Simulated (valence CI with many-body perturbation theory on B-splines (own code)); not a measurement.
**Re⁶⁸⁺: electric-dipole lines**

Level of theory: valence CI with perturbative core correlation (CI+MBPT): five valence electrons over a frozen Dirac-Fock core [He], radial functions for each j: 9 s, 9 p, 8 d, 6 f, 3 g, 1 h, with the one-electron correlation potential Σ1, the two-electron term Σ2, the three-electron term Σ3, Breit, model QED; selected CI, second order for the rest (own B-spline code, finite nucleus).

No measured spectrum was set against this ion. As an estimate, large intervals hold to a few tenths of a per cent, small ones and those within an open d or f shell to about a per cent. Among the levels kept, up to 1200 cm⁻¹ of a level comes from second order outside the variational space, and about a tenth of that is noise between levels of different J, which matters for small intervals.

Lines 101 to 150 of 262 in falling wavelength, among levels below 856.48 Ry, chosen from the strongest by gf and those to the six lowest levels. Wavelengths and rates use the calculated energies. Electric multipoles are in the length gauge, E1 and E2 with the static RPA response of the core. Weak lines are less certain than strong ones. Lines between different terms over intervals too small for the method are left out, as are lines whose strength nearly cancels. The highest levels of a list are the least certain.

Levels are named by their leading jj configuration (3d3/2^4 stands for four electrons in 3d with j = 3/2), which in mixed levels can hold well under half, so a name can repeat and another be missing. Letters in brackets count levels of one name in rising energy.

| λ vac (nm) | Upper | Lower | A (s⁻¹) | log gf | Branch % |
| --- | --- | --- | --- | --- | --- |
| 0.6529 | (2p1/2 2p3/2^4) J=1/2 | (2s 2p1/2 2p3/2^3) J=3/2 [b] | 2.98e+13 | -0.42 | 66.6 |
| 0.6528 | (2s 2p1/2 2p3/2^3) J=3/2 [b] | (2s^2 2p1/2 2p3/2^2) J=1/2 | 6.76e+12 | -0.76 | 24.6 |
| 0.6520 | (2s 2p1/2 2p3/2^3) J=5/2 | (2s^2 2p1/2 2p3/2^2) J=3/2 | 6.66e+11 | -1.59 | 6.0 |
| 0.6514 | (2s 2p1/2^2 2p3/2 3s) J=1/2 | (2s^2 2p1/2^2 3s) J=1/2 | 1.45e+13 | -0.73 | 4.9 |
| 0.6513 | (2p1/2^2 2p3/2^3) J=3/2 | (2s 2p1/2^2 2p3/2^2) J=3/2 | 2.17e+13 | -0.26 | 65.3 |
| 0.6511 | (2s 2p1/2^2 2p3/2 3p1/2) J=1/2 | (2s^2 2p1/2^2 3p1/2) J=1/2 | 1.48e+13 | -0.72 | 2.5 |
| 0.6511 | (2s 2p1/2^2 2p3/2 3d3/2) J=5/2 [b] | (2s^2 2p1/2^2 3d3/2) J=3/2 | 1.27e+13 | -0.32 | 15.5 |
| 0.6509 | (2p1/2^2 2p3/2^3) J=3/2 | (2s 2p1/2^2 2p3/2^2) J=1/2 | 5.04e+12 | -0.89 | 15.2 |
| 0.6506 | (2s 2p1/2^2 2p3/2 3p1/2) J=3/2 [b] | (2s^2 2p1/2^2 3p1/2) J=1/2 | 1.43e+13 | -0.44 | 3.5 |
| 0.6502 | (2p1/2 2p3/2^4) J=1/2 | (2s 2p1/2 2p3/2^3) J=1/2 | 1.41e+13 | -0.75 | 31.5 |
| 0.6502 | (2s 2p3/2^4) J=1/2 | (2s^2 2p3/2^3) J=3/2 | 2.32e+13 | -0.53 | 99.0 |
| 0.6481 | (2s 2p1/2^2 2p3/2 3s) J=3/2 [b] | (2s^2 2p1/2^2 3s) J=1/2 | 1.35e+13 | -0.47 | 9.8 |
| 0.6480 | (2s 2p1/2^2 2p3/2 3p3/2) J=3/2 [b] | (2s^2 2p1/2^2 3p3/2) J=3/2 | 1.41e+13 | -0.45 | 6.1 |
| 0.6479 | (2s 2p1/2^2 2p3/2 3d3/2) J=1/2 [b] | (2s^2 2p1/2^2 3d3/2) J=3/2 | 1.50e+13 | -0.73 | 4.1 |
| 0.6463 | (2s 2p1/2^2 2p3/2 3p3/2) J=1/2 [b] | (2s^2 2p1/2^2 3p3/2) J=3/2 | 1.38e+13 | -0.76 | 43.2 |
| 0.6391 | (2s 2p1/2^2 2p3/2^2) J=1/2 | (2s^2 2p1/2^2 2p3/2) J=3/2 | 1.22e+13 | -0.83 | 99.4 |
| 0.6387 | (2s 2p1/2^2 2p3/2^2) J=3/2 | (2s^2 2p1/2^2 2p3/2) J=3/2 | 2.27e+13 | -0.26 | 99.5 |
| 0.6347 | (2s 2p1/2 2p3/2^3) J=3/2 [b] | (2s^2 2p1/2 2p3/2^2) J=5/2 | 1.97e+13 | -0.32 | 71.8 |
| 0.6299 | (2s 2p1/2 2p3/2^3) J=1/2 | (2s^2 2p1/2 2p3/2^2) J=3/2 | 2.02e+13 | -0.62 | 72.7 |
| 0.6273 | (2s 2p1/2 2p3/2^3) J=3/2 [b] | (2s^2 2p1/2 2p3/2^2) J=3/2 | 8.70e+11 | -1.69 | 3.2 |
| 0.6159 | (2p1/2^2 2p3/2^3) J=3/2 | (2s 2p1/2^2 2p3/2^2) J=5/2 | 6.19e+12 | -0.85 | 18.6 |
| 0.3715 | (2s 2p1/2 2p3/2^3) J=3/2 [a] | (2s^2 2p1/2^2 2p3/2) J=3/2 | 2.31e+10 | -3.72 | 0.2 |
| 0.3669 | (2s 2p1/2 2p3/2^3) J=5/2 | (2s^2 2p1/2^2 2p3/2) J=3/2 | 2.44e+09 | -4.53 | 0.0 |
| 0.3598 | (2s 2p1/2 2p3/2^3) J=1/2 | (2s^2 2p1/2^2 2p3/2) J=3/2 | 9.93e+10 | -3.41 | 0.4 |
| 0.3589 | (2s 2p1/2 2p3/2^3) J=3/2 [b] | (2s^2 2p1/2^2 2p3/2) J=3/2 | 5.69e+10 | -3.36 | 0.2 |
| 0.3578 | (2s 2p3/2^4) J=1/2 | (2s^2 2p1/2 2p3/2^2) J=3/2 | 1.32e+11 | -3.30 | 0.6 |
| 0.1718 | (2s^2 2p1/2^2 3p1/2) J=1/2 | (2s 2p1/2^2 2p3/2^2) J=1/2 | 8.64e+10 | -4.12 | 2.7 |
| 0.1654 | (2s^2 2p1/2^2 3s) J=1/2 | (2s^2 2p1/2 2p3/2^2) J=1/2 | 2.21e+10 | -4.74 | 0.0 |
| 0.1617 | (2s^2 2p1/2^2 3p3/2) J=3/2 | (2s 2p1/2^2 2p3/2^2) J=1/2 | 2.48e+10 | -4.41 | 0.7 |
| 0.1594 | (2s^2 2p1/2^2 3p3/2) J=3/2 | (2s 2p1/2^2 2p3/2^2) J=5/2 | 1.29e+11 | -3.71 | 3.7 |
| 0.1522 | (2s^2 2p1/2^2 3d3/2) J=3/2 | (2s^2 2p1/2 2p3/2^2) J=1/2 | 4.20e+10 | -4.23 | 0.0 |
| 0.1512 | (2s^2 2p1/2^2 3d3/2) J=3/2 | (2s^2 2p1/2 2p3/2^2) J=5/2 | 4.16e+09 | -5.24 | 0.0 |
| 0.1508 | (2s^2 2p1/2^2 3d3/2) J=3/2 | (2s^2 2p1/2 2p3/2^2) J=3/2 | 9.69e+10 | -3.88 | 0.0 |
| 0.1489 | (2s^2 2p1/2^2 3d5/2) J=5/2 | (2s^2 2p1/2 2p3/2^2) J=5/2 | 1.08e+10 | -4.67 | 0.0 |
| 0.1485 | (2s^2 2p1/2^2 3d5/2) J=5/2 | (2s^2 2p1/2 2p3/2^2) J=3/2 | 7.05e+09 | -4.85 | 0.0 |
| 0.1422 | (2s^2 2p1/2 2p3/2 3p1/2) J=3/2 [a] | (2s 2p1/2^2 2p3/2^2) J=1/2 | 5.99e+10 | -4.14 | 2.5 |
| 0.1413 | (2s^2 2p1/2 2p3/2 3p1/2) J=3/2 [b] | (2s 2p1/2^2 2p3/2^2) J=1/2 | 5.91e+11 | -3.15 | 11.9 |
| 0.1405 | (2s^2 2p1/2 2p3/2 3p1/2) J=3/2 [a] | (2s 2p1/2^2 2p3/2^2) J=5/2 | 1.24e+10 | -4.83 | 0.5 |
| 0.1403 | (2s^2 2p1/2 2p3/2 3p1/2) J=5/2 | (2s 2p1/2^2 2p3/2^2) J=5/2 | 2.22e+11 | -3.41 | 7.2 |
| 0.1396 | (2s^2 2p1/2 2p3/2 3p1/2) J=3/2 [b] | (2s 2p1/2^2 2p3/2^2) J=5/2 | 7.32e+11 | -3.07 | 14.8 |
| 0.1386 | (2s 2p1/2^2 2p3/2 3s) J=3/2 [a] | (2s 2p1/2^2 2p3/2^2) J=1/2 | 7.98e+13 | -1.04 | 28.1 |
| 0.1379 | (2s^2 2p1/2 2p3/2 3s) J=3/2 [a] | (2s^2 2p1/2 2p3/2^2) J=1/2 | 8.06e+11 | -3.04 | 0.5 |
| 0.1378 | (2s^2 2p1/2 2p3/2 3s) J=1/2 | (2s^2 2p1/2 2p3/2^2) J=1/2 | 8.42e+13 | -1.32 | 24.9 |
| 0.1376 | (2s 2p1/2^2 2p3/2 3s) J=1/2 | (2s 2p1/2^2 2p3/2^2) J=3/2 | 1.96e+14 | -0.95 | 65.7 |
| 0.1376 | (2s 2p1/2^2 2p3/2 3s) J=1/2 | (2s 2p1/2^2 2p3/2^2) J=1/2 | 8.77e+13 | -1.30 | 29.4 |
| 0.1375 | (2s^2 2p1/2 2p3/2 3s) J=3/2 [b] | (2s^2 2p1/2 2p3/2^2) J=1/2 | 8.32e+13 | -1.03 | 26.1 |
| 0.1374 | (2s 2p1/2^2 2p3/2 3s) J=3/2 [b] | (2s 2p1/2^2 2p3/2^2) J=3/2 | 1.06e+14 | -0.92 | 76.8 |
| 0.1374 | (2s 2p1/2^2 2p3/2 3s) J=3/2 [b] | (2s 2p1/2^2 2p3/2^2) J=1/2 | 1.35e+11 | -3.82 | 0.1 |
| 0.1374 | (2s 2p1/2^2 2p3/2 3s) J=5/2 | (2s 2p1/2^2 2p3/2^2) J=5/2 | 1.14e+14 | -0.71 | 94.2 |
| 0.1371 | (2s^2 2p1/2 2p3/2 3s) J=3/2 [a] | (2s^2 2p1/2 2p3/2^2) J=5/2 | 2.37e+13 | -1.57 | 15.2 |
